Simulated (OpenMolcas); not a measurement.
Sn I: effect of the IPEA shift

```yaml
Program: OpenMolcas 26.06
Basis: ANO-RCC-VQZP [8s7p5d3f2g]
Scalar_Hamiltonian: DKH2, point nucleus
Active_space: 4 electrons in 9 orbitals (RAS2 5s 5p; RAS3 5d, at most 2 electrons)
State_averaging: 2S+1 = 3 even, 3 roots; 2S+1 = 1 even, 6 roots; 2S+1 = 5 odd, 1 root; 2S+1 = 3 odd, 8 roots; 2S+1 = 1 odd, 5 roots
Spin-orbit_coupling: state interaction with AMFI integrals over the reference wave functions, term energies averaged over their components
```

Methods on the same reference wave functions:
A. RASSCF
B. SS-RASPT2, IPEA 0.25 Eh, imaginary shift 0.1 Eh (closed shells correlated: 4d)
C. SS-RASPT2, IPEA 0.5 Eh, imaginary shift 0.1 Eh (closed shells correlated: 4d)

Energies in cm⁻¹ above 5s² 5p² ³P₀, the measured ground level; measured values from NIST Handbook of Basic Atomic Spectroscopic Data.

| Level | A | B | C | Measured |
| --- | --- | --- | --- | --- |
| 5s² 5p² ³P₀ | 0.0 | 0.0 | 0.0 | 0.0 |
| 5s² 5p² ³P₁ | 1417 | 1490 | 1480 | 1692 |
| 5s² 5p² ³P₂ | 3144 | 3090 | 3090 | 3428 |
| 5s² 5p² ¹D₂ | 10319 | 8310 | 8370 | 8613 |
| 5s² 5p² ¹S₀ | 19921 | 17070 | 17380 | 17162 |
| 5s 5p³ ⁵S°₂ | 32194 | 38610 | 38790 | 39626 |
| 5s 5p³ ³D°₁ | 47693 | 50160 | 50650 |  |
| 5s 5p³ ³D°₂ | 47719 | 50170 | 50650 |  |
| 5s 5p³ ³D°₃ | 48254 | 50740 | 51230 |  |

Deviations, from unrounded energies. A percentage is the sum of absolute deviations over the sum of measured energies, with the sign that they share, or ± where signs differ.

```json
{"Against measurement": "mean absolute deviation (cm-1)", "Levels": "5", "A": "2500", "B": "390", "C": "370"}
{"Against measurement": "fine structure of the ground term (%)", "Levels": "2", "A": "-10.9", "B": "-10.5", "C": "-10.7"}
{"Against measurement": "other terms of the ground configuration (%)", "Levels": "2", "A": "+17.3", "B": "-1.5", "C": "±1.8"}
{"Against measurement": "other configurations (%)", "Levels": "1", "A": "-18.8", "B": "-2.6", "C": "-2.1"}
```

B, C lie about equally close to measurement and A furthest from it. The largest miss of C in the table is 5s 5p³ ⁵S°₂, by -840 cm-1. The ranking rests on the paired levels alone, and a cruder setting can come out closer through cancelling errors.

Between B and C the level of the table that moves most is 5s 5p³ ³D°₂, by 490 cm-1 (lowest in B, highest in C). Moves below CASPT2's spread within the term are not significant.

The mean deviations of B to C differ by less than CASPT2's widest spread within a term (34 cm-1), so their order carries little weight.

From A to B the spin-free energies of the other terms of 5s² 5p² shown, above ³P, scale by factors of 0.71 to 0.82.

The lowest spin-free term lies below A's lowest term by 0.459 hartree in B, 0.457 hartree in C.

CASPT2 does not keep the components of a term degenerate, so their means are used; among the terms shown or strongly mixed into the levels shown the widest spread is 34 cm-1 (5s² 5p² ¹D, C). The run also gave levels led by 5s² 5p 5d, which use shells meant for correlation; these and all levels above them are left out. Some terms mix strongly with configurations of 5d, whose occupation reaches 0.32 (5s 5p³ ³D°). Measured partners are found by configuration, term and J. A level has none where our copy of the source lacks it or the pairing is in doubt (some pairs that miss far off the trend of their configuration count as doubtful), and it then counts in no deviation. Only configurations of the active space appear. Levels that lie high or do not pair safely by name in every column are left out.

° marks odd parity.
